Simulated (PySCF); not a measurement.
# Cobalt: highly charged ions in a basis for the neutral atom

Co¹⁹⁺ [He] 2s2 2p4, Co²⁰⁺ [He] 2s2 2p3. Computed with PySCF 2.14 in x2c-TZVPall (6s5p4d1f, 48 functions), with the spin-free X2C one-electron Hamiltonian (Gaussian nucleus). No spin-orbit coupling, so a gap to NIST mixes the basis error with missing relativistic terms.

Changed run: basis of the neutral atom used for a highly charged ion. This setting is unsound on purpose.

```
species  method  sound run (hartree)  changed run (hartree)  converged
  Co¹⁹⁺     UHF              not run            -1140.00377        yes
  Co¹⁹⁺   B3LYP              not run            -1140.19757        yes
  Co¹⁹⁺     PBE              not run            -1140.02844        yes
  Co²⁰⁺     UHF              not run            -1081.01350        yes
  Co²⁰⁺   B3LYP              not run            -1081.10630        yes
  Co²⁰⁺     PBE              not run            -1080.95152        yes
```

Ionisation energy of Co¹⁹⁺:

```
method  changed run (eV)  NIST (eV)
   UHF            1605.2   1606 ± 4
 B3LYP            1608.0   1606 ± 4
   PBE            1607.6   1606 ± 4
```

The contracted functions were made for the neutral atom and can be too rigid for a highly charged ion.
